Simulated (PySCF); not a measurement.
# Fe²⁺: excitation energy

Fe²⁺ [Ar] 3d6 (5D) → Fe²⁺ [Ar] 3d5 4p1 (7P), as a difference of total energies. Computed with PySCF 2.14 in ANO-RCC-VTZP (6s5p3d2f1g, 59 functions), with scalar relativity by spin-free X2C-1e. Correlated levels: valence: [Ar] frozen; valence and next inner shell: [Ne] frozen. The calculations carry no spin-orbit coupling.

```
                                method  excitation energy (cm⁻¹)
                                   UHF                     70170
                                   LDA                     83098
                                   PBE                     82950
                                  PBE0                     81836
                                r2SCAN                     79963
                               LC-wPBE                     86097
                                 B97-3                     84151
                                 wB97X                     86128
                         MP2 (valence)                     80396
                     SCS-MP2 (valence)                     83369
    MP2 (valence and next inner shell)                     81886
SCS-MP2 (valence and next inner shell)                     82851
```

A first-order spin-orbit estimate (lowest level to lowest level, LS coupling) adds 0.013 eV.

The basis was made for the ground configuration and has no added diffuse functions, so the excitation energy can come out too high.
